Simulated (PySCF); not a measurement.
**Aluminium: a sound run and one with changed settings**

Sound run: Al⁺ [Ne] 3s2, Al²⁺ [Ne] 3s1. Calculation: PySCF 2.14, in jorge-DZP-DKH; scalar relativity by spin-free X2C-1e. In the sound run the correlated levels freeze [Ne]. The sound run starts from symmetry-adapted Hartree-Fock orbitals and uses a fine grid where one is needed.

Changed run: all electrons correlated in a basis built for the valence shell.

```
species   method  sound run (hartree)  changed run (hartree)  converged
    Al⁺      MP2           -242.12714             -242.19644        yes
    Al⁺  CCSD(T)           -242.14021             -242.21129        yes
   Al²⁺      MP2                  n/a             -241.52475        yes
   Al²⁺  CCSD(T)                  n/a             -241.52712        yes
```

Ionisation energy of Al⁺:

```csv
method,sound run (eV),changed run (eV)
UHF,17.543,17.543
MP2,18.235,18.278
SCS-MP2,18.373,18.403
CCSD,18.591,18.604
CCSD(T),18.591,18.617
```

A valence basis has no tight correlating functions, so it recovers only part of the core correlation, and not evenly between atom and ion.

For comparison, NIST gives 18.829 eV between the lowest levels.
